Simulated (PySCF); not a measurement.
A structure optimised at B3LYP-D3(BJ)/def2-SVP, used in a PySCF frequency run:

```xyz
25

C     -4.6084     0.0949    -0.4136
C     -3.3820    -0.3811     0.3627
C     -2.0630     0.1111    -0.2359
C     -0.8236    -0.3679     0.5382
Si     0.7652     0.2372    -0.2065
F      0.7481     1.8681    -0.1655
F      0.8113    -0.0844    -1.8008
N      2.1784    -0.4361     0.4759
C      2.2804    -0.8219     1.8692
C      3.4406    -0.4374    -0.2441
H     -4.5801    -0.2583    -1.4578
H     -4.6600     1.1960    -0.4403
H     -5.5431    -0.2728     0.0385
H     -3.4497    -0.0429     1.4127
H     -3.3701    -1.4854     0.4023
H     -1.9897    -0.2221    -1.2860
H     -2.0670     1.2148    -0.2719
H     -0.7949    -1.4713     0.5748
H     -0.8843    -0.0281     1.5876
H      1.2916    -0.8308     2.3511
H      2.7070    -1.8381     1.9692
H      2.9283    -0.1339     2.4477
H      3.9112    -1.4379    -0.2074
H      3.2778    -0.1852    -1.3015
H      4.1633     0.2876     0.1786
```
Charge 0, spin multiplicity 1.

**Question.** Write its SMILES and formula.

**Answer.** CCCC[Si](F)(F)N(C)C, C₆H₁₅F₂NSi

**Question.** What are its rotational constants (standard atomic weights)?

**Answer.** 2.1239, 0.49944, 0.46220 GHz
